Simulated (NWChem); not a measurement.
Species: BeN₂H₄; SMILES [NH2][Be][NH2]

```xyz
7

Be     0.0000     0.0000     0.0000
N      0.0000     0.0000     1.5013
H     -0.5835     0.5835     2.0907
H      0.5835    -0.5835     2.0907
N      0.0000     0.0000    -1.5013
H     -0.5835    -0.5835    -2.0907
H      0.5835     0.5835    -2.0907
```
Atoms are numbered in this order, from 1.

Program: NWChem. Pople sets run with spherical d functions. All runs use the structure optimised with PBE0/def2-SVP.

**Question.** Order these by “highest occupied level (eV)”, lowest first: PBE0/6-31+G*; PBE0/6-31G*; PBE0/STO-3G.

**Answer.** PBE0/6-31+G* (-7.01), PBE0/6-31G* (-6.60), PBE0/STO-3G (-4.41)
